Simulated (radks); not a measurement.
Results of a calculation; reference values are marked as such.
Species: O IV. Configuration: [He] 2s2 7p1 (not the ground configuration).

Code: a radial shooting solver on a logarithmic mesh with Libxc functionals. Model: non-relativistic Kohn-Sham, LDA (Slater exchange, Perdew-Wang correlation), spin-polarised, spherical densities, point nucleus; open shells are filled with parallel spins first.

Energy parts (Ry):
total: -135.98944
kinetic: 135.56882
electron-nucleus: -294.82944
Hartree: 34.30131
exchange-correlation: -11.03013

Orbitals (lengths in bohr, moments of r in powers of bohr; r(90%) holds 90 % of the orbital's charge):
1s up: occ. 1; eigenvalue (Ry) -45.10221; r(90%) 0.358; <r> 0.1999
1s down: occ. 1; eigenvalue (Ry) -45.10079; r(90%) 0.358; <r> 0.1999
2s up: occ. 1; eigenvalue (Ry) -7.34441; r(90%) 1.44; <r> 0.9349
2s down: occ. 1; eigenvalue (Ry) -7.34224; r(90%) 1.44; <r> 0.9348
7p up: occ. 1; eigenvalue (Ry) -0.33497; r(90%) 22.1; <r> 16.38
7p down: occ. 0; eigenvalue (Ry) -0.32402; r(90%) 22.4; <r> 16.51

The highest occupied level is 7p up at -4.558 eV. The spin density at the nucleus is -0.007883 e/bohr^3 (1s -0.006559, 2s -0.001323), a Fermi contact field of -0.413 T. The electron density at the nucleus is 318.4 e/bohr^3. Virial ratio -V/T = 2.00310. The density falls to 0.001 e/bohr^3 at r = 2.16 bohr. Summed over all electrons, <r^2> = 301.4 bohr^2, which gives a Langevin (diamagnetic) susceptibility term of -239 x 10^-6 cm^3/mol. Spin moment in Bohr magnetons: 1.
